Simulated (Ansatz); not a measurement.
A short molecular-dynamics run on Br3HOSi (`O[Si](Br)(Br)Br`).

```yaml
crystal:
  periodic: [false, false, false]
  atoms:
    - {symbol: O, position_ang: [-0.845092, 0.397926, 0.993150]}
    - {symbol: Si, position_ang: [0.172582, 0.069432, -0.223580]}
    - {symbol: Br, position_ang: [1.986817, -0.935834, 0.516043]}
    - {symbol: Br, position_ang: [-0.777897, -1.246547, -1.711538]}
    - {symbol: Br, position_ang: [0.686842, 1.990148, -1.129351]}
    - {symbol: H, position_ang: [-1.181151, -0.339226, 1.509075]}
basis:
  gaussian: {orbitals: def2-SVP}
hamiltonian: {xc: {name: BLYP}, dispersion: d4}
md: {timestep: 1 fs, n_steps: 20, ensemble: nvt_nose_hoover, temperature: 1000, initial_velocities: maxwell_boltzmann, seed: 545}
```

```sh
$ ansatz run in.yaml --threads 4 --pin off --events-out ev --progress --plain --max-ram 11315MiB
```

```
step  time (fs)  potential energy (eV)  kinetic (eV)  T (K)  conserved (eV)
   0        0.0           -220057.2949        0.5170   1000    -220056.7779
   1        1.0           -220057.2886        0.5103    987    -220056.7782
   2        2.0           -220057.2614        0.4847    937    -220056.7768
   3        3.0           -220057.2345        0.4588    887    -220056.7757
   4        4.0           -220057.2241        0.4480    866    -220056.7762
   5        5.0           -220057.2231        0.4457    862    -220056.7774
   6        6.0           -220057.2135        0.4363    844    -220056.7773
   7        7.0           -220057.1987        0.4234    819    -220056.7755
   8        8.0           -220057.2030        0.4276    827    -220056.7757
   9        9.0           -220057.2236        0.4463    863    -220056.7776
  10       10.0           -220057.2339        0.4565    883    -220056.7777
  11       11.0           -220057.2306        0.4547    879    -220056.7765
  12       12.0           -220057.2313        0.4559    882    -220056.7760
  13       13.0           -220057.2429        0.4667    903    -220056.7770
  14       14.0           -220057.2509        0.4737    916    -220056.7782
  15       15.0           -220057.2384        0.4619    893    -220056.7776
  16       16.0           -220057.2144        0.4398    851    -220056.7758
  17       17.0           -220057.2032        0.4283    828    -220056.7763
  18       18.0           -220057.1988        0.4226    817    -220056.7778
  19       19.0           -220057.1800        0.4044    782    -220056.7774
  20       20.0           -220057.1510        0.3769    729    -220056.7760
```

Velocities are drawn at the set temperature; a run this short doesn't reach equilibrium.

Frames (Å, forces in eV/Å):

```xyz
6
time=0.0 fs
O    -0.845    0.398    0.993   -0.608    0.839    0.641
Si    0.173    0.069   -0.224    0.435   -0.148   -0.519
Br    1.987   -0.936    0.516    0.643   -0.342    0.266
Br   -0.778   -1.247   -1.712   -0.342   -0.453   -0.529
Br    0.687    1.990   -1.129    0.169    0.661   -0.302
H    -1.181   -0.339    1.509   -0.297   -0.557    0.443
6
time=1.0 fs
O    -0.847    0.399    0.984   -1.217    0.186    1.520
Si    0.170    0.076   -0.219    0.701   -0.442   -0.936
Br    1.990   -0.934    0.517    0.565   -0.307    0.247
Br   -0.783   -1.250   -1.715   -0.260   -0.350   -0.415
Br    0.689    1.989   -1.127    0.181    0.728   -0.337
H    -1.170   -0.352    1.524    0.030    0.185   -0.079
6
time=2.0 fs
O    -0.849    0.401    0.976   -1.702   -0.317    2.279
Si    0.167    0.082   -0.215    0.951   -0.721   -1.318
Br    1.994   -0.931    0.517    0.487   -0.273    0.229
Br   -0.787   -1.254   -1.718   -0.183   -0.251   -0.307
Br    0.691    1.988   -1.124    0.192    0.795   -0.372
H    -1.159   -0.362    1.538    0.255    0.768   -0.511
6
time=3.0 fs
O    -0.853    0.402    0.969   -1.972   -0.495    2.726
Si    0.165    0.088   -0.211    1.160   -0.967   -1.640
Br    1.998   -0.929    0.518    0.410   -0.239    0.213
Br   -0.792   -1.257   -1.722   -0.111   -0.158   -0.205
Br    0.694    1.987   -1.122    0.204    0.859   -0.406
H    -1.145   -0.365    1.547    0.309    1.001   -0.688
6
time=4.0 fs
O    -0.857    0.404    0.963   -2.013   -0.315    2.789
Si    0.163    0.094   -0.207    1.307   -1.172   -1.882
Br    2.001   -0.927    0.519    0.332   -0.206    0.198
Br   -0.797   -1.261   -1.725   -0.043   -0.070   -0.108
Br    0.696    1.986   -1.119    0.216    0.921   -0.440
H    -1.128   -0.359    1.549    0.201    0.842   -0.557
6
time=5.0 fs
O    -0.863    0.405    0.960   -1.854    0.194    2.462
Si    0.161    0.099   -0.205    1.380   -1.335   -2.034
Br    2.005   -0.925    0.520    0.257   -0.173    0.184
Br   -0.801   -1.264   -1.728    0.019    0.014   -0.016
Br    0.698    1.985   -1.117    0.228    0.979   -0.472
H    -1.110   -0.344    1.547   -0.030    0.321   -0.124
6
time=6.0 fs
O    -0.870    0.406    0.958   -1.580    0.882    1.864
Si    0.160    0.104   -0.203    1.374   -1.464   -2.090
Br    2.009   -0.923    0.521    0.184   -0.142    0.172
Br   -0.806   -1.268   -1.732    0.078    0.092    0.069
Br    0.701    1.985   -1.114    0.239    1.036   -0.504
H    -1.092   -0.327    1.543   -0.296   -0.403    0.489
6
time=7.0 fs
O    -0.878    0.407    0.957   -1.330    1.385    1.315
Si    0.160    0.108   -0.201    1.293   -1.572   -2.053
Br    2.013   -0.921    0.521    0.117   -0.114    0.160
Br   -0.811   -1.272   -1.735    0.133    0.163    0.145
Br    0.703    1.984   -1.112    0.249    1.090   -0.534
H    -1.076   -0.313    1.543   -0.463   -0.952    0.967
6
time=8.0 fs
O    -0.887    0.410    0.957   -1.212    1.315    1.176
Si    0.160    0.112   -0.201    1.146   -1.671   -1.931
Br    2.017   -0.919    0.522    0.057   -0.089    0.149
Br   -0.815   -1.275   -1.739    0.184    0.228    0.212
Br    0.706    1.984   -1.110    0.259    1.142   -0.563
H    -1.065   -0.309    1.553   -0.434   -0.926    0.957
6
time=9.0 fs
O    -0.896    0.413    0.957   -1.183    0.700    1.463
Si    0.160    0.115   -0.201    0.943   -1.760   -1.734
Br    2.021   -0.917    0.523    0.005   -0.068    0.137
Br   -0.820   -1.279   -1.742    0.232    0.287    0.271
Br    0.708    1.984   -1.108    0.267    1.191   -0.590
H    -1.058   -0.313    1.572   -0.263   -0.350    0.454
6
time=10.0 fs
O    -0.906    0.416    0.959   -1.116   -0.049    1.840
Si    0.161    0.118   -0.202    0.693   -1.832   -1.478
Br    2.025   -0.915    0.524   -0.043   -0.049    0.125
Br   -0.825   -1.282   -1.745    0.276    0.339    0.322
Br    0.711    1.984   -1.105    0.274    1.235   -0.615
H    -1.054   -0.321    1.596   -0.084    0.356   -0.194
6
time=11.0 fs
O    -0.917    0.420    0.961   -0.938   -0.589    2.000
Si    0.162    0.120   -0.203    0.409   -1.878   -1.181
Br    2.028   -0.913    0.525   -0.088   -0.032    0.113
Br   -0.829   -1.286   -1.749    0.317    0.388    0.370
Br    0.713    1.984   -1.103    0.279    1.271   -0.636
H    -1.050   -0.325    1.617    0.021    0.839   -0.665
6
time=12.0 fs
O    -0.929    0.423    0.965   -0.647   -0.789    1.819
Si    0.163    0.121   -0.204    0.103   -1.893   -0.865
Br    2.032   -0.911    0.526   -0.131   -0.017    0.102
Br   -0.834   -1.289   -1.752    0.354    0.434    0.415
Br    0.716    1.984   -1.101    0.281    1.298   -0.652
H    -1.046   -0.321    1.633    0.040    0.968   -0.820
6
time=13.0 fs
O    -0.941    0.426    0.970   -0.277   -0.635    1.285
Si    0.164    0.122   -0.206   -0.210   -1.879   -0.545
Br    2.036   -0.909    0.527   -0.175   -0.002    0.091
Br   -0.838   -1.293   -1.755    0.389    0.476    0.458
Br    0.719    1.984   -1.100    0.280    1.312   -0.662
H    -1.042   -0.308    1.640   -0.008    0.728   -0.626
6
time=14.0 fs
O    -0.953    0.429    0.975    0.126   -0.170    0.447
Si    0.165    0.122   -0.208   -0.514   -1.842   -0.239
Br    2.040   -0.907    0.528   -0.218    0.011    0.080
Br   -0.843   -1.296   -1.758    0.422    0.515    0.499
Br    0.721    1.985   -1.098    0.276    1.315   -0.667
H    -1.038   -0.288    1.641   -0.092    0.170   -0.119
6
time=15.0 fs
O    -0.964    0.431    0.981    0.503    0.431   -0.515
Si    0.166    0.122   -0.211   -0.794   -1.791    0.042
Br    2.044   -0.904    0.529   -0.260    0.022    0.069
Br   -0.847   -1.299   -1.761    0.451    0.551    0.536
Br    0.724    1.986   -1.096    0.269    1.305   -0.666
H    -1.035   -0.266    1.641   -0.170   -0.519    0.534
6
time=16.0 fs
O    -0.976    0.433    0.987    0.795    0.803   -1.228
Si    0.166    0.120   -0.213   -1.039   -1.735    0.293
Br    2.047   -0.902    0.529   -0.298    0.032    0.058
Br   -0.852   -1.302   -1.764    0.478    0.582    0.569
Br    0.727    1.987   -1.094    0.257    1.283   -0.660
H    -1.033   -0.250    1.647   -0.194   -0.966    0.967
6
time=17.0 fs
O    -0.987    0.436    0.992    0.983    0.632   -1.355
Si    0.167    0.119   -0.215   -1.242   -1.678    0.510
Br    2.051   -0.900    0.530   -0.333    0.039    0.047
Br   -0.856   -1.306   -1.767    0.502    0.609    0.598
Br    0.729    1.988   -1.093    0.243    1.249   -0.648
H    -1.033   -0.242    1.661   -0.153   -0.851    0.848
6
time=18.0 fs
O    -0.998    0.440    0.996    1.103    0.022   -0.972
Si    0.166    0.116   -0.217   -1.404   -1.616    0.693
Br    2.055   -0.898    0.531   -0.365    0.044    0.035
Br   -0.860   -1.309   -1.770    0.524    0.631    0.621
Br    0.732    1.989   -1.091    0.224    1.202   -0.631
H    -1.035   -0.243    1.684   -0.081   -0.282    0.253
6
time=19.0 fs
O    -1.008    0.443    0.999    1.200   -0.641   -0.470
Si    0.166    0.113   -0.218   -1.526   -1.544    0.841
Br    2.059   -0.896    0.532   -0.397    0.048    0.024
Br   -0.865   -1.312   -1.773    0.543    0.649    0.642
Br    0.735    1.990   -1.090    0.201    1.142   -0.608
H    -1.038   -0.246    1.709   -0.021    0.346   -0.428
6
time=20.0 fs
O    -1.017    0.446    1.002    1.299   -1.076   -0.161
Si    0.164    0.110   -0.220   -1.615   -1.455    0.954
Br    2.062   -0.894    0.533   -0.429    0.052    0.012
Br   -0.869   -1.314   -1.776    0.559    0.664    0.661
Br    0.738    1.991   -1.089    0.175    1.069   -0.580
H    -1.040   -0.246    1.730    0.012    0.746   -0.886
```

Hardware: 4 threads of an Arm Neoverse V2 on a shared host. Wall time 37 s, peak host memory 0.21 GiB.
